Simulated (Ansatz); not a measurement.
**Relaxing a trial structure of C5H8NOP**

The starting geometry of this gas-phase singlet was optimised with GFN2-xTB; its bonds are those of `COC1=PC=C(C)N1`.

```xyz
16

C     0.4350    2.8459   -2.2086
C    -0.3086    1.0303   -0.9737
C    -1.1274   -0.6848    0.2879
C    -1.1049   -2.0931    0.7743
C    -1.9887    0.3147    0.6150
N    -0.1834   -0.2668   -0.6099
O     0.6043    1.4933   -1.8624
P    -1.6328    1.8350   -0.2091
H     1.2292    3.0883   -2.9115
H     0.5072    3.4841   -1.3216
H    -0.5435    3.0066   -2.6734
H     0.5465   -0.8571   -0.9792
H    -0.1670   -2.3087    1.2871
H    -1.9249   -2.2575    1.4668
H    -1.2059   -2.7900   -0.0581
H    -2.8064    0.2038    1.3033
```

Where would you expect an optimisation with PBE-D3(BJ)/def2-SVP to take it?

It keeps its bonds, and is `COC1=PC=C(C)N1`.

The energy falls by 0.12 eV over 6 steps:

```
step  E − E(last) (eV)
   1             0.125
   2             0.017
   3             0.000
   4             0.000
   5             0.000
   6             0.000
```

Final geometry (Å):

```xyz
16

C     0.4592    2.8652   -2.2337
C    -0.3188    1.0584   -0.9738
C    -1.1388   -0.6983    0.3016
C    -1.1007   -2.1165    0.7794
C    -2.0159    0.3156    0.6320
N    -0.1890   -0.2523   -0.6080
O     0.5997    1.5028   -1.8581
P    -1.6756    1.8721   -0.1931
H     1.2697    3.0858   -2.9521
H     0.5460    3.5324   -1.3468
H    -0.5303    3.0454   -2.7108
H     0.5573   -0.8396   -0.9876
H    -0.1503   -2.3578    1.3039
H    -1.9284   -2.2954    1.4900
H    -1.2115   -2.8438   -0.0545
H    -2.8441    0.1699    1.3384
```

The end wasn't checked by frequencies. Run with Ansatz 0.2.0, 11 s on 4 threads of Arm Neoverse V1, on a shared host.
